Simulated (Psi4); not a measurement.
C₄H₈InN (SMILES C=[CH][In]([NH2])[CH]=C), singlet, at a GFN2-xTB geometry (such geometries of metal compounds can be far from the true shape) (core potentials on In); Psi4 with PBE0/def2-TZVPD.

Input for Psi4:
```
memory 2 GB

molecule {
0 1
  In    0.08529475    0.11908065    0.32089811
  C     0.09811326    1.66450235   -1.27824762
  C    -0.32093860    1.43666180   -2.51012691
  H     0.43708772    2.65961471   -0.99896076
  H    -0.33812478    2.20920171   -3.27239261
  H    -0.67174654    0.46373085   -2.82704178
  C    -0.28514118   -2.06476453    0.14441110
  C    -0.24947573   -2.73577268   -0.99295211
  H    -0.50055647   -2.58815046    1.07334622
  H    -0.43112112   -3.80474113   -1.04423986
  H    -0.03472981   -2.25598385   -1.93807541
  N     0.12691175    0.82225887    2.24602699
  H     0.55390427    1.72639167    2.41369205
  H     0.46211557    0.19541098    2.96896938
}

set basis def2-tzvpd

energy('pbe0')
print_variables()
```

The log (banner, timings and long lists left out):

```
   => Loading Basis Set <=

    Name: DEF2-TZVPD
    Role: ORBITAL
    Keyword: BASIS

    !!!  WARNING: ECP capability is in beta. Please check occupations closely.  !!!

         ---------------------------------------------------------
                                   SCF
               by Justin Turney, Rob Parrish, Andy Simmonett
                          and Daniel G. A. Smith
                              RKS Reference
         ---------------------------------------------------------

  ==> Geometry <==

    Molecular point group: c1
    Full point group: C1

    Geometry (in Angstrom), charge = 0, multiplicity = 1:

       Center              X                  Y                   Z               Mass
    ------------   -----------------  -----------------  -----------------  -----------------
         IN           0.074691490068     0.100704296289     0.272091877442   114.903878776000
         C            0.087510000068     1.646125996289    -1.327053852558    12.000000000000
         C           -0.331541859932     1.418285446289    -2.558933142558    12.000000000000
         H            0.426484460068     2.641238356289    -1.047766992558     1.007825032230
         H           -0.348728039932     2.190825356289    -3.321198842558     1.007825032230
         H           -0.682349799932     0.445354496289    -2.875848012558     1.007825032230
         C           -0.295744439932    -2.083140883711     0.095604867442    12.000000000000
         C           -0.260078989932    -2.754149033711    -1.041758342558    12.000000000000
         H           -0.511159729932    -2.606526813711     1.024539987442     1.007825032230
         H           -0.441724379932    -3.823117483711    -1.093046092558     1.007825032230
         H           -0.045333069932    -2.274360203711    -1.986881642558     1.007825032230
         N            0.116308490068     0.803882516289     2.197220757442    14.003074004430
         H            0.543301010068     1.708015316289     2.364885817442     1.007825032230
         H            0.451512310068     0.177034626289     2.920163147442     1.007825032230

  Running in c1 symmetry.

  Rotational constants: A =      0.07291  B =      0.06524  C =      0.03471 [cm^-1]
  Rotational constants: A =   2185.79434  B =   1955.73774  C =   1040.66906 [MHz]
  Nuclear repulsion =  292.566976417784531

  Charge       = 0
  Multiplicity = 1
  Electrons    = 60
  Nalpha       = 30
  Nbeta        = 30

  ==> Algorithm <==

  SCF Algorithm Type is DF.
  DIIS enabled.
  MOM disabled.
  Fractional occupation disabled.
  Guess Type is SAD.
  Energy threshold   = 1.00e-06
  Density threshold  = 1.00e-06
  Integral threshold = 1.00e-12

  ==> Primary Basis <==

  Basis Set: DEF2-TZVPD
    Blend: DEF2-TZVPD
    Number of shells: 123
    Number of basis functions: 313
    Number of Cartesian functions: 353
    Spherical Harmonics?: true
    Max angular momentum: 3

  Core potential: DEF2-TZVPD
    Number of shells: 4
    Number of ECP primitives: 18
    Number of ECP core electrons: 28
    Max angular momentum: 3

  ==> DFT Potential <==

   => LibXC <=

    Version 7.1.2
    S. Lehtola, C. Steigemann, M. J. T. Oliveira, and M. A. L. Marques,  SoftwareX 7, 1–5 (2018) (10.1016/j.softx.2017.11.002)

   => Composite Functional: PBE0 <=

    PBE0 Hyb-GGA Exchange-Correlation Functional

    C. Adamo and V. Barone,  J. Chem. Phys. 110, 6158 (1999) (10.1063/1.478522)
    M. Ernzerhof and G. E. Scuseria,  J. Chem. Phys. 110, 5029 (1999) (10.1063/1.478401)

    Deriv               =              1
    GGA                 =           TRUE
    Meta                =          FALSE

    Exchange Hybrid     =           TRUE
    MP2 Hybrid          =          FALSE

   => Exchange Functionals <=

    0.7500   Perdew, Burke & Ernzerhof

   => Exact (HF) Exchange <=

    0.2500               HF

   => Correlation Functionals <=

    1.0000   Perdew, Burke & Ernzerhof

   => LibXC Density Thresholds  <==

    XC_HYB_GGA_XC_PBEH:  1.00E-15

   => Molecular Quadrature <=

    Radial Scheme          =       TREUTLER
    Pruning Scheme         =           NONE
    Nuclear Scheme         =       TREUTLER

    Blocking Scheme        =         OCTREE
    BS radius alpha        =              1
    Pruning alpha          =              1
    Radial Points          =             75
    Spherical Points       =            302
    Total Points           =         302011
    Total Blocks           =           2277
    Max Points             =            256
    Max Functions          =            303
    Weights Tolerance      =       1.00E-15

   => Loading Basis Set <=

    Name: (DEF2-TZVPD AUX)
    Role: JKFIT
    Keyword: DF_BASIS_SCF

  ==> Integral Setup <==

  SCF_SUBTYPE=INCORE selected. In-core MEM_DF algorithm will be used.
  Using in-core AOs.

  ==> MemDFJK: Density-Fitted J/K Matrices <==

    J tasked:                   Yes
    K tasked:                   Yes
    wK tasked:                   No
    Algorithm:                 Core
    Schwarz Cutoff:           1E-12
    Mask sparsity (%):       6.4388
    Fitting Condition:        1E-10

   => Auxiliary Basis Set <=

  Basis Set: (DEF2-TZVPD AUX)
    Blend: DEF2-UNIVERSAL-JKFIT
    Number of shells: 219
    Number of basis functions: 739
    Number of Cartesian functions: 918
    Spherical Harmonics?: true
    Max angular momentum: 5

  Minimum eigenvalue in the overlap matrix is 7.0569915714E-06.
  Reciprocal condition number of the overlap matrix is 6.4860108640E-07.
    Using symmetric orthogonalization.

  ==> Pre-Iterations <==

  SCF Guess: Superposition of Atomic Densities via on-the-fly atomic UHF (no occupation information).

   -------------------------
    Irrep   Nso     Nmo
   -------------------------
     A        313     313
   -------------------------
    Total     313     313
   -------------------------

  ==> Iterations <==

                           Total Energy        Delta E     RMS |[F,P]|

   @DF-RKS iter SAD:  -399.97215805711772   -3.99972e+02   0.00000e+00
   @DF-RKS iter   1:  -400.89963110713416   -9.27473e-01   4.53409e-03 ADIIS/DIIS
   @DF-RKS iter   2:  -399.66517435369502    1.23446e+00   6.07093e-03 ADIIS/DIIS
   @DF-RKS iter   3:  -401.78624041550233   -2.12107e+00   1.39194e-03 ADIIS/DIIS
   @DF-RKS iter   4:  -401.86549868888028   -7.92583e-02   5.24113e-04 ADIIS/DIIS
   @DF-RKS iter   5:  -401.87754513342918   -1.20464e-02   1.41792e-04 ADIIS/DIIS
   @DF-RKS iter   6:  -401.87829721780770   -7.52084e-04   5.43494e-05 DIIS
   @DF-RKS iter   7:  -401.87842354861937   -1.26331e-04   1.87273e-05 DIIS
   @DF-RKS iter   8:  -401.87844007363111   -1.65250e-05   2.87733e-06 DIIS
   @DF-RKS iter   9:  -401.87844048751862   -4.13888e-07   6.05593e-07 DIIS
  Energy and wave function converged.

  ==> Post-Iterations <==

   Electrons on quadrature grid:
      Ntotal   =   59.9999887341 ; deviation = -1.127e-05

    Orbital Energies [Eh]
    ---------------------

    Doubly Occupied:

[...]
    Virtual:

[...]
     313A    125.469724

    Final Occupation by Irrep:
              A
    DOCC [    30 ]
    NA   [    30 ]
    NB   [    30 ]

  @DF-RKS Final Energy:  -401.87844048751862

   => Energetics <=

    Nuclear Repulsion Energy =            292.5669764177845309
    One-Electron Energy =               -1201.7302322994999031
    Two-Electron Energy =                 543.8300756864973664
    DFT Exchange-Correlation Energy =     -36.5452602923005685
    Empirical Dispersion Energy =           0.0000000000000000
    VV10 Nonlocal Energy =                  0.0000000000000000
    Total Energy =                       -401.8784404875185601

Computation Completed

Properties will be evaluated at   0.000000,   0.000000,   0.000000 [a0]

Properties computed using the SCF density matrix

 Multipole Moments:

 ------------------------------------------------------------------------------------
     Multipole            Electronic (a.u.)      Nuclear  (a.u.)        Total (a.u.)
 ------------------------------------------------------------------------------------

 L = 1.  Multiply by 2.5417464519 to convert [e a0] to [Debye]
 Dipole X            :          6.0806061           -5.7153789            0.3652272
 Dipole Y            :          8.3095033           -8.3844113           -0.0749080
 Dipole Z            :         22.3503417          -22.5132914           -0.1629496
 Magnitude           :                                                    0.4068841

 ------------------------------------------------------------------------------------

  Variable Map:
  ----------------------------------------------------------------------------
[...]
  Array Variable Map:
  ----------------------------------------------------------------------------
[...]
[...]
```
